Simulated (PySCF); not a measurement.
Atom-mapped SMILES (the numbers label the heavy atoms): `[CH3:1][n:2]1[n:3][c:4]2[cH:5][cH:6][c:7]([C:8]#[N:9])[cH:10][c:11]2[n:12]1`; H(Xn) means a hydrogen on atom n.

[PySCF: GFN2-xTB geometry; σ from GIAO-PBE0/pcSseg-1; one conformer; gas phase; non-relativistic; equivalent nuclei averaged]

Predict the 2D correlation tables (HSQC, COSY, HMBC).

## Answers



HSQC (one-bond C–H):
```
           δH           δC
8.66 (H(C10))  132.3 (C10)
 8.32 (H(C5))   125.5 (C5)
 7.95 (H(C6))   134.5 (C6)
 4.67 (H(C1))    43.6 (C1)
```

COSY cross peaks (H two or three bonds apart, from the bond graph; peaks can be absent where the dihedral angle is near 90°):
```
          δH            δH
8.32 (H(C5))  7.95 (H(C6))
```

HMBC (two and three bonds, from the bond graph):
```
           δH                                                           δC
8.66 (H(C10))  150.2 (C4), 149.9 (C11), 134.5 (C6), 124.9 (C8), 114.3 (C7)
 8.32 (H(C5))              150.2 (C4), 149.9 (C11), 134.5 (C6), 114.3 (C7)
 7.95 (H(C6))  150.2 (C4), 132.3 (C10), 125.5 (C5), 124.9 (C8), 114.3 (C7)
```

Shifts are taken against calculated references (same method and geometry level): ¹H (σref 31.72) and ¹³C (σref 186.93) vs TMS.

Shifts are as computed. Against solution values, carbons near 30 ppm lie about +3 ppm off and those near 130 ppm about +5 ppm. Of 1211 compounds with measured shifts, 218 miss one by over three times the rms of a fit or turn the order of signals round; such compounds aren't used in these exercises.
